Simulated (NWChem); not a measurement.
# CClF, singlet; SMILES F[C]Cl

Computed with NWChem. Low-valent species are run as closed-shell singlets; no triplet was tried in these runs. The geometry was optimised at PBE0/def2-SVP. Level: PBE0/def2-SVP with SMD (1 M gas to 1 M solution), gas-phase geometry.

For solvent water:

| Item | Result |
|---|---|
| solvation free energy (kcal/mol) | 2.9 |
| cavity-dispersion-structure term (kcal/mol) | 4.6 |

**Question.** What are these values for solvent n-hexane?

**Answer.** 
| Item | Value |
|---|---|
| solvation free energy (kcal/mol) | 0.7 |
| cavity-dispersion-structure term (kcal/mol) | 1.5 |
